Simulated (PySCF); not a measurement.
A PySCF script (with the pyscf-properties extension) for the NMR shieldings of SMILES C1(C[Si@@H](Cl)C2CC2)CC1, C$_{7}$H$_{13}$ClSi, on a GFN2-xTB geometry:

```python
import basis_set_exchange as bse
import numpy as np
from pyscf import gto, dft
from pyscf.prop import nmr

atoms = """
Cl    1.840386   -2.362109    1.776129
Si    0.865644   -0.776730    0.964285
C    -0.751955   -1.399821    0.170649
C    -1.551592   -0.285262   -0.461051
C    -3.037545   -0.410113   -0.609603
C    -2.459354    0.549838    0.387395
C     1.971645    0.009165   -0.344004
C     1.876916    1.482007   -0.636924
C     3.081846    0.943822    0.055598
H     0.597708    0.176946    2.044061
H    -1.364078   -1.896742    0.924999
H    -0.528005   -2.154350   -0.588440
H    -1.024976    0.226495   -1.257184
H    -3.512690   -1.303572   -0.233825
H    -3.505877   -0.010497   -1.496423
H    -2.541923    0.299287    1.434082
H    -2.534686    1.607658    0.187321
H     2.190553   -0.612962   -1.205937
H     1.975414    1.805951   -1.662478
H     1.178951    2.072261   -0.062910
H     4.011802    0.893081   -0.490710
H     3.211406    1.165032    1.104122
"""
names = dict.fromkeys(["Cl", "Si", "C", "H"], "pcSseg-1")
basis = {el: gto.basis.parse(bse.get_basis(n, elements=[el], fmt="nwchem")) for el, n in names.items()}
mol = gto.M(atom=atoms, basis=basis, charge=0, verbose=0)
mf = dft.RKS(mol, xc="PBE0")
mf.grids.level = 2
mf.grids.alignment = dft.numint.BLKSIZE   # the property module wants whole blocks of grid points
mf.conv_tol = 1e-9
mf.kernel()

calc = nmr.RKS(mf)   # GIAO
C = mf.mo_coeff
Co = C[:, mf.mo_occ > 0]
resp = mf.gen_response(singlet=True, hermi=2)
def vind(x):   # induced exchange potential for any number of trial vectors
    d = np.einsum("pi,xij,qj->xpq", C, 2 * x.reshape(-1, C.shape[1], Co.shape[1]), Co, optimize=True)
    return np.einsum("xpq,pi,qj->xij", resp(d - d.transpose(0, 2, 1)), C, Co, optimize=True).ravel()
mo1, _ = nmr.rhf.solve_mo1(calc, with_cphf=vind)
sigma = calc.kernel(mo1)
for i, s in enumerate(sigma):   # ppm
    w = np.linalg.eigvalsh((s + s.T) / 2)
    print("%2d %-2s iso %8.1f  s11 %8.1f  s22 %8.1f  s33 %8.1f" % (i, mol.atom_pure_symbol(i), w.mean(), *w))
```

Problem. Give the expected output.

Solution. 
```
 0 Cl iso    966.9  s11    926.5  s22    972.7  s33   1001.6
 1 Si iso    334.1  s11    299.4  s22    340.2  s33    362.8
 2 C  iso    158.0  s11    135.3  s22    153.2  s33    185.7
 3 C  iso    178.9  s11    152.9  s22    165.6  s33    218.1
 4 C  iso    178.0  s11    144.5  s22    175.7  s33    213.7
 5 C  iso    179.3  s11    146.9  s22    176.9  s33    213.9
 6 C  iso    185.6  s11    153.6  s22    178.1  s33    225.1
 7 C  iso    183.4  s11    157.1  s22    179.7  s33    213.3
 8 C  iso    184.2  s11    155.3  s22    178.1  s33    219.1
 9 H  iso     27.2  s11     24.4  s22     26.0  s33     31.2
10 H  iso     31.6  s11     25.9  s22     32.3  s33     36.6
11 H  iso     29.9  s11     25.0  s22     29.6  s33     35.0
12 H  iso     30.9  s11     23.0  s22     30.5  s33     39.3
13 H  iso     31.7  s11     25.6  s22     29.2  s33     40.2
14 H  iso     31.2  s11     24.9  s22     27.0  s33     41.6
15 H  iso     31.8  s11     26.9  s22     28.9  s33     39.5
16 H  iso     31.3  s11     26.0  s22     26.8  s33     41.1
17 H  iso     31.8  s11     25.3  s22     28.6  s33     41.4
18 H  iso     31.0  s11     25.6  s22     26.1  s33     41.3
19 H  iso     31.3  s11     25.6  s22     28.8  s33     39.6
20 H  iso     31.0  s11     24.9  s22     26.2  s33     41.8
21 H  iso     31.3  s11     25.3  s22     28.6  s33     40.1
```

These numbers come from an equivalent density-fitted implementation of the same equations, which agrees with the script to about 0.01 ppm for H and up to a few tenths of a ppm for heavy atoms, so last digits may differ.

Problem. Turn these shieldings into chemical shifts. Referencing at the same level of theory: HCl for 35Cl (σref 949.78); 29Si (σref 349.16) and 13C (σref 186.93) and 1H (σref 31.72) vs TMS.

Solution. Averaging equivalent atoms: Cl 0: -17; Si 1: 15.0; C 2: 28.9; C 4: 9.0; C 3: 8.1; C 5: 7.7; C 7: 3.5; C 8: 2.8; C 6: 1.3; H 9: 4.52; H 11: 1.85; H 12: 0.79; H 20: 0.74; H 18: 0.70; H 14: 0.56; H 16: 0.43; H 19: 0.38; H 21: 0.37; H 10: 0.11; H 13: 0.05; H 17: -0.05; H 15: -0.07 ppm. 

Size and cost of the density-fitted run: 232 basis functions, 80 s wall time on 1 thread of an Arm Neoverse N1, shared host; peak memory 0.97 GiB.
